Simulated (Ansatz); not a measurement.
CHNO, SMILES N=C=O.

Geometry optimised at PBE0-D3(BJ)/def2-TZVP.

Two levels are set side by side: PBE/def2-TZVPD (Ansatz, a first-principles code) and PBE0/def2-TZVPD (Ansatz). Energy differences of separate SCF runs at the same geometry; the states with an electron removed or added have multiplicity 2 and 2. Differences are taken from unrounded values.

```csv
quantity,PBE
vertical ionisation energy (eV),11.62
vertical singlet–triplet gap (eV),6.19
```

Question: These are the PBE values. What does PBE0 give? (Estimate from the structure and the level; the computed values follow.)

Answer: 
```json
[
 {"quantity": "vertical ionisation energy (eV)", "PBE0": "11.66", "PBE minus PBE0": "-0.03"},
 {"quantity": "vertical singlet–triplet gap (eV)", "PBE0": "6.15", "PBE minus PBE0": "0.04"}
]
```

On these quantities the two levels nearly agree.
